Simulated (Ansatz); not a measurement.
Reaction (cleavage of the Ge–Al bond): `[NH2][AlH][AlH][GeH3]` + `O[SiH](Cl)Cl` → `Cl[SiH](Cl)[O][GeH3]` + `[NH2][AlH][AlH2]`

Calculated with Ansatz (gas phase, PBE0-D4/def2-TZVP geometries, no zero-point term in ΔE). CBS: MP2 limit from def2 TZ/QZ plus the TZ coupled-cluster correction, frozen cores. This one scheme is used for every species. DFT in def2-TZVPP. B3LYP here is the variant with VWN-RPA as its local correlation; programs differ in this. HSE06 is defined as in plane-wave codes. For Ge outer-core shells are correlated without core-valence functions, which leaves a few kJ/mol of doubt a bond. Scalar relativity is left out up to krypton. One conformer a species, not always the lowest.

| level | ΔE (kJ/mol) |
| --- | --- |
| revPBE-D4 | 6.4 |
| r2SCANh-D4 | 0.6 |
| BLYP | 0.3 |
| B3LYP | -3.4 |
| HSE06 | 10.0 |
| CCSD(T)/def2-SVP | -17.0 |
| MP2/def2-TZVPP | -14.1 |
| CCSD/CBS(def2) | -7.1 |

**Question.** What does CCSD(T)/CBS give? (An estimate is asked.)

**Answer.** Ansatz gave: -5.2 kJ/mol. The listed levels differ from it by 11.6, 5.8, 5.5, 1.8, 15.2, -11.8, -8.9, -1.9 kJ/mol.

Largest T1 diagnostic among the species: 0.013.

From PBE to PBE0 (25 % exact exchange), in def2-TZVPP and without D4, ΔE moves by −5.7 kJ/mol. At CCSD(T), def2-SVP lies −11.9 kJ/mol from the extrapolated value and def2-TZVPP −4.5 kJ/mol. The D4 term adds −5.1 kJ/mol with B3LYP and −2.8 kJ/mol with PBE0; it sums over pairs of atoms, weighted by their polarisabilities, and B3LYP, whose exchange is more repulsive, gets the larger term.

CCSD(T)/CBS has its own doubt, a few kJ/mol and more with outer-core shells, so smaller differences from it don't rank the levels.
